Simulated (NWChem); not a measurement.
A series in which one site is exchanged, each optimised at PBE0/def2-SVP with NWChem, gas phase unless a solvent is named. All stand in one matching conformer (torsions within 35°), which need not be the lowest. Some are not confirmed as minima by frequencies. def2 effective core potentials on Sr, Cd; no spin-orbit coupling.

A: [F][Be][SH] (BeHSF; site = Be)
B: [F][Cd][SH] (CdHSF; site = Cd)
C: [SH][Ca][F] (CaHSF; site = Ca)
D: [F][Sr][SH] (SrHSF; site = Sr)

| quantity | A | B | C | D |
|---|---|---|---|---|
| dipole (D), PBE0/def2-SVP | 1.17 | 1.60 | 4.27 | (withheld) |
| static polarisability, PBE/def2-SVPD (bohr³) | 37.4 | 53.9 | 56.5 | (withheld) |
| lowest singlet excitation, PBE/def2-SVPD, TDA (eV) | 5.55 | 3.88 | 2.76 | (withheld) |

**Question.** What belongs in the gaps?

**Answer.** 
- dipole (D), PBE0/def2-SVP, D: 6.64
- static polarisability, PBE/def2-SVPD (bohr³), D: 63.3
- lowest singlet excitation, PBE/def2-SVPD, TDA (eV), D: 2.53
